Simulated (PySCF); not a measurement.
# Polarisability and C₆ of Co (cobalt, neutral)

[Ar] 3d7 4s1 4p1, one real determinant (an excited configuration). Calculation: PySCF 2.14, in aug-cc-pVDZ (7s6p4d2f, 59 functions); no relativity, point nucleus. Coupled (time-dependent) response in atomic units; α is the mean over directions. A double-zeta set is small for polarisabilities.

| method | mean α (bohr³) | α xx, yy, zz | C₆ (like pair) | S(−4) |
| --- | --- | --- | --- | --- |
| UHF | 83.51 | 71.80, 106.4, 72.34 | 801.1 | 4402 |
| PBE | 91.25 | 69.07, 134.9, 69.79 | 862.0 | 6814 |
| PBE0 | 86.38 | 68.12, 122.2, 68.83 | 813.2 | 5550 |
| B3LYP | 89.67 | 68.77, 130.9, 69.35 | 842.1 | 6416 |

S(−4) is the Cauchy moment in α(ω) = α(0) + S(−4) ω² + …

α(iu) at PBE:

```
u (hartree)  α(iu) (bohr³)
          0          91.25
     0.0500          77.83
      0.100          56.86
      0.200          30.55
      0.300          18.65
      0.500          9.379
      0.750          5.432
       1.00          3.729
       1.50          2.204
       2.00          1.505
       3.00         0.8594
       5.00         0.4033
```

The components differ because the open shell of this determinant is not spherical; for a pure term their mean is the scalar polarisability.

⟨L²⟩ = 14.01 against 20 for a pure G term, so this real determinant mixes terms.
